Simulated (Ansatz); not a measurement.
Basis sets compared for the cluster Na₂S₂⁻ (the lowest doublet isomer of a short search). Charge -1, multiplicity 2. Geometry r2SCAN-D4/def2-TZVPD. Ansatz on 2 threads of Arm Neoverse V2 on a shared host; times are rough, and most runs start from earlier orbitals.

| atom | x (Å) | y (Å) | z (Å) |
| --- | --- | --- | --- |
| Na1 | 1.1299 | -0.9653 | -0.1281 |
| Na2 | -1.2109 | 0.8277 | 0.2686 |
| S3 | 1.0754 | 1.0707 | 1.5033 |
| S4 | -0.9945 | -0.9331 | -1.6438 |

Another isomer (doublet) lies 0.12 eV lower at PBE0-D4/def2-TZVPD.

| level | functions | energy (Eh) | HOMO (eV) | LUMO (eV) | wall time |
| --- | --- | --- | --- | --- | --- |
| PBE-D4/def2-SVPD | 90 | -1120.1750 | -0.12 | 0.05 | 3.2 s |
| PBE0-D4/def2-SVPD | 90 | -1120.2595 | -0.56 | 0.72 | 5.5 s |

(1) Estimate the rows for PBE-D4/def2-TZVPD, PBE0-D4/def2-TZVPD.

Results:

(1) 
```tsv
level	functions	energy (Eh)	HOMO (eV)	LUMO (eV)	wall time
PBE-D4/def2-TZVPD	162	-1120.5510	-0.13	0.08	11 s
PBE0-D4/def2-TZVPD	162	-1120.6313	-0.59	0.77	15 s
```
